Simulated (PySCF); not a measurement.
CH4AlFO. Atoms are numbered in the order given.

```xyz
8

Al    -0.0121     0.0494     0.0000
F     -1.5436     0.7176     0.0000
C      0.2344    -1.8693     0.0000
H      1.3016    -2.1398     0.0000
H     -0.2378    -2.3263    -0.8857
H     -0.2378    -2.3263     0.8857
O      1.3179     1.1053     0.0000
H      1.2736     2.0657     0.0000
```

Geometry optimised at B3LYP-D3(BJ)/def2-SVP. Other conformers were not sampled.

These are PySCF with B3LYP-D3(BJ)/def2-SVP values and carry that method's errors.

Frequencies are harmonic and unscaled.

```csv
mode,ν (cm⁻¹),IR (km/mol),Raman (Å⁴/amu),depolarisation,moving atoms (share of kinetic energy)
1,40,0.2,0.0,–,H 96 %
2,185,1.4,1.1,0.73,"H 26 %, C 22 %, F 20 %, O 18 %, Al 14 %"
3,236,18.2,0.4,0.75,"Al 56 %, H 22 %, F 11 %"
4,242,47.2,1.4,0.75,"F 35 %, O 26 %, H 16 %, Al 15 %, C 9 %"
5,392,171.7,0.6,0.75,"H 85 %, O 12 %"
6,571,131.0,1.3,0.70,"H 77 %, O 18 %"
7,598,2.5,15.7,0.08,"C 44 %, O 19 %, F 17 %, H 14 %"
8,671,55.6,0.4,0.75,"H 75 %, C 18 %"
9,699,36.8,1.0,0.70,"H 73 %, C 20 %"
10,847,144.5,1.1,0.74,"Al 45 %, F 27 %, O 14 %, H 9 %"
11,934,146.2,2.1,0.38,"Al 50 %, O 29 %, F 16 %"
12,1222,21.7,3.4,0.01,"H 79 %, C 21 %"
13,1429,1.6,12.1,0.74,H 96 %
14,1432,1.3,8.7,0.75,H 95 %
15,3028,2.0,125.9,0.01,H 97 %
16,3110,3.9,93.4,0.75,"H 91 %, C 9 %"
17,3132,3.8,84.2,0.74,"H 91 %, C 9 %"
18,3921,87.8,142.9,0.28,H 94 %
```
